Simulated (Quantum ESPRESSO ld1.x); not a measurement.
These are the eigenvalues of the occupied orbitals of an atom or ion with whole-number occupations (eV). Calculated with ld1.x of Quantum ESPRESSO 7.5: Dirac Kohn-Sham, PW91, spin-unpolarised, spherical densities, point nucleus.

| orbital | eigenvalue |
|---|---|
| 1s1/2 | -69434.6 |
| 2s1/2 | -11999.7 |
| 2p1/2 | -11475.7 |
| 2p3/2 | -10122.4 |
| 3s1/2 | -2785.43 |
| 3p1/2 | -2552.22 |
| 3p3/2 | -2259.60 |
| 3d3/2 | -1867.23 |
| 3d5/2 | -1803.61 |
| 4s1/2 | -597.310 |
| 4p1/2 | -500.625 |
| 4p3/2 | -432.788 |
| 4d3/2 | -274.085 |
| 4d5/2 | -261.588 |
| 5s1/2 | -107.478 |
| 5p1/2 | -78.7375 |
| 5p3/2 | -68.7538 |
| 4f5/2 | -63.0622 |
| 4f7/2 | -60.8209 |
| 5d3/2 | -31.5106 |

Which element is it, and in what charge state? The configuration may be excited. Open shells, if any, fill j = l - 1/2 first.

Answer. Z = 74, tungsten, charge +3: W3+ in [Xe] 4f14 5d3. The list shows which subshells hold electrons but not how many an open one holds; the 1s level, -2551.7 hartree, gives Z - s = 71.4 by -(Z - s)^2/2, which with screening and relativity narrows Z to a few neighbours, and the depths of the outer levels then fix element, charge and occupations together.
